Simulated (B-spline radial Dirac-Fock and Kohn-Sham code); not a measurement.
**X-ray form factors of krypton in several charge states**

These are calculated numbers from a radial B-spline solver; the model is configuration-average Dirac-Fock orbitals.

Configurations: Kr⁴⁺ [Ar] 3d10 4s2 4p2; Kr⁵⁺ [Ar] 3d10 4s2 4p1; Kr⁷⁺ [Ar] 3d10 4s1; Kr¹⁰⁺ [Ar] 3d8. The first column is f₀ of Kr⁴⁺, the others are differences from it.

```
s (Å⁻¹)    Kr⁴⁺  Δ Kr⁵⁺  Δ Kr⁷⁺  Δ Kr¹⁰⁺
      0  32.000  -1.000  -3.000   -6.000
    0.1  30.803  -0.774  -2.416   -5.186
    0.2  27.917  -0.332  -1.198   -3.398
    0.3  24.613  -0.024  -0.231   -1.767
    0.4  21.597  +0.069  +0.171   -0.804
    0.5  18.954  +0.051  +0.196   -0.386
    0.7  14.473  -0.007  +0.009   -0.169
    0.9  11.033  -0.013  -0.047   -0.074
    1.1   8.705  -0.005  -0.026   -0.005
    1.4   6.776  +0.001  +0.002   +0.031
```
